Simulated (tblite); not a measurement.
Compound: CH7Cl3P2Si3.
Numbering: `[Cl:1][C:2]([Cl:3])([Cl:4])[SiH:5]1[PH:6][SiH2:7][SiH2:8][PH:9]1` (hydrogens: H10 on Si5; H11 on P6; H12, H13 on Si7; H14, H15 on Si8; H16 on P9)

Computed with GFN2-xTB (tblite), gas phase: L-BFGS steps from a force-field or distance-geometry start until the largest atomic force falls under 0.01 eV/Å.

Step 34: E = -805.1169 eV
```
atom  x, y, z in Å  |  force x, y, z in eV/Å
Cl1     3.0328   -1.7997   -0.8753    0.002   0.013   0.005
C2      2.1701   -0.2599   -0.8394    0.016   0.004  -0.022
Cl3     3.3094    1.0706   -1.0594    0.010  -0.009   0.013
Cl4     1.0097   -0.2311   -2.1833    0.009  -0.009   0.005
Si5     1.2460   -0.0620    0.8517   -0.010   0.002  -0.007
P6      0.2754    1.9518    0.6640    0.021   0.013   0.006
Si7    -1.5968    1.3108   -0.4318    0.000   0.021   0.008
Si8    -1.8162   -1.0329   -0.2782   -0.011  -0.025   0.001
P9     -0.0833   -1.8679    0.9123   -0.001  -0.006   0.008
H10     2.3109   -0.0977    1.8542   -0.005   0.001  -0.006
H11    -0.2948    1.8676    1.9213    0.008   0.011  -0.001
H12    -1.4539    1.8373   -1.7916   -0.017   0.000   0.010
H13    -2.6878    2.0498    0.2200   -0.012   0.009  -0.017
H14    -3.0204   -1.4686    0.4437   -0.010  -0.006  -0.007
H15    -1.7917   -1.7452   -1.5576   -0.012  -0.001  -0.004
H16    -0.6170   -1.5139    2.1381    0.012  -0.018   0.010
```

Step 35: E = -805.1171 eV
```
atom  x, y, z in Å  |  force x, y, z in eV/Å
Cl1     3.0333   -1.7996   -0.8751    0.002   0.014   0.005
C2      2.1709   -0.2595   -0.8398    0.010  -0.003  -0.024
Cl3     3.3103    1.0704   -1.0589    0.010  -0.007   0.010
Cl4     1.0104   -0.2316   -2.1844    0.014  -0.007   0.009
Si5     1.2459   -0.0621    0.8508   -0.018   0.005  -0.010
P6      0.2757    1.9525    0.6640    0.019   0.007   0.013
Si7    -1.5968    1.3114   -0.4306   -0.010   0.014  -0.001
Si8    -1.8163   -1.0339   -0.2773   -0.023  -0.006  -0.010
P9     -0.0840   -1.8680    0.9120    0.012  -0.007   0.020
H10     2.3100   -0.0976    1.8538   -0.001   0.000  -0.002
H11    -0.2941    1.8671    1.9217    0.011   0.013  -0.006
H12    -1.4540    1.8368   -1.7914   -0.018  -0.002   0.018
H13    -2.6896    2.0500    0.2194   -0.004   0.006  -0.019
H14    -3.0219   -1.4685    0.4434   -0.006  -0.007  -0.008
H15    -1.7915   -1.7448   -1.5578   -0.012   0.000   0.001
H16    -0.6159   -1.5137    2.1389    0.012  -0.020   0.004
```

Step 36: E = -805.1173 eV
```
atom  x, y, z in Å  |  force x, y, z in eV/Å
Cl1     3.0338   -1.7992   -0.8745    0.005   0.009   0.004
C2      2.1718   -0.2590   -0.8402    0.000  -0.010  -0.016
Cl3     3.3113    1.0701   -1.0577    0.012   0.000   0.005
Cl4     1.0110   -0.2323   -2.1847    0.018  -0.003   0.008
Si5     1.2454   -0.0622    0.8499   -0.019   0.007  -0.012
P6      0.2767    1.9535    0.6636    0.011   0.000   0.016
Si7    -1.5970    1.3124   -0.4296   -0.015  -0.001  -0.006
Si8    -1.8170   -1.0353   -0.2766   -0.029   0.020  -0.017
P9     -0.0846   -1.8684    0.9116    0.023  -0.008   0.026
H10     2.3091   -0.0975    1.8531    0.001  -0.001   0.000
H11    -0.2923    1.8677    1.9220    0.012   0.014  -0.009
H12    -1.4546    1.8365   -1.7912   -0.017  -0.004   0.023
H13    -2.6917    2.0507    0.2184    0.004   0.004  -0.018
H14    -3.0238   -1.4686    0.4429   -0.004  -0.009  -0.008
H15    -1.7917   -1.7445   -1.5583   -0.012   0.001   0.005
H16    -0.6139   -1.5150    2.1400    0.009  -0.019  -0.001
```

Step 37: E = -805.1175 eV
```
atom  x, y, z in Å  |  force x, y, z in eV/Å
Cl1     3.0340   -1.7986   -0.8734    0.010   0.000   0.002
C2      2.1724   -0.2586   -0.8401   -0.010  -0.014  -0.001
Cl3     3.3123    1.0698   -1.0560    0.013   0.006  -0.001
Cl4     1.0109   -0.2329   -2.1837    0.020   0.002   0.000
Si5     1.2443   -0.0621    0.8493   -0.011   0.006  -0.012
P6      0.2784    1.9546    0.6625   -0.002  -0.005   0.010
Si7    -1.5975    1.3136   -0.4288   -0.012  -0.017  -0.003
Si8    -1.8182   -1.0366   -0.2765   -0.024   0.041  -0.016
P9     -0.0844   -1.8693    0.9105    0.024  -0.007   0.022
H10     2.3080   -0.0973    1.8527    0.000  -0.002   0.001
H11    -0.2890    1.8704    1.9217    0.010   0.015  -0.008
H12    -1.4558    1.8364   -1.7910   -0.016  -0.003   0.023
H13    -2.6939    2.0514    0.2172    0.009   0.003  -0.016
H14    -3.0258   -1.4688    0.4423   -0.002  -0.010  -0.007
H15    -1.7925   -1.7445   -1.5590   -0.012   0.001   0.009
H16    -0.6107   -1.5187    2.1410    0.005  -0.017  -0.003
```

Task: Estimate the geometry and energy of step 38. (The exact step hangs on the optimiser's Hessian estimate; all steps are aligned on step 37, rigid shifts and turns removed.)

Result: E = -805.1177 eV, largest force 0.046 eV/Å
```
atom  x, y, z in Å  |  force x, y, z in eV/Å
Cl1     3.0340   -1.7979   -0.8722    0.014  -0.008   0.000
C2      2.1726   -0.2584   -0.8396   -0.013  -0.012   0.012
Cl3     3.3130    1.0698   -1.0543    0.010   0.008  -0.006
Cl4     1.0103   -0.2333   -2.1818    0.020   0.005  -0.010
Si5     1.2431   -0.0619    0.8491    0.001   0.002  -0.006
P6      0.2801    1.9557    0.6609   -0.016  -0.005  -0.001
Si7    -1.5982    1.3143   -0.4284   -0.005  -0.025   0.005
Si8    -1.8196   -1.0370   -0.2768   -0.010   0.045  -0.006
P9     -0.0835   -1.8705    0.9092    0.014  -0.004   0.008
H10     2.3069   -0.0972    1.8528   -0.003  -0.002  -0.001
H11    -0.2852    1.8747    1.9209    0.006   0.014  -0.004
H12    -1.4574    1.8364   -1.7907   -0.014  -0.001   0.018
H13    -2.6956    2.0520    0.2159    0.010   0.004  -0.012
H14    -3.0274   -1.4690    0.4417   -0.001  -0.011  -0.007
H15    -1.7936   -1.7445   -1.5597   -0.012   0.002   0.012
H16    -0.6074   -1.5241    2.1417   -0.001  -0.014  -0.001
```

The energy changes by -0.0002 eV. The first-order estimate −F·Δx gives -0.0003 eV and the mean of the old and new forces, exact on a quadratic surface, -0.0002 eV. The step makes an angle of 73° with the force vector and moves no atom by more than 0.006 Å.

The cost below is that of the whole relaxation. On one thread of an Arm Neoverse N1 (shared host), this took 2.1 s of wall time.
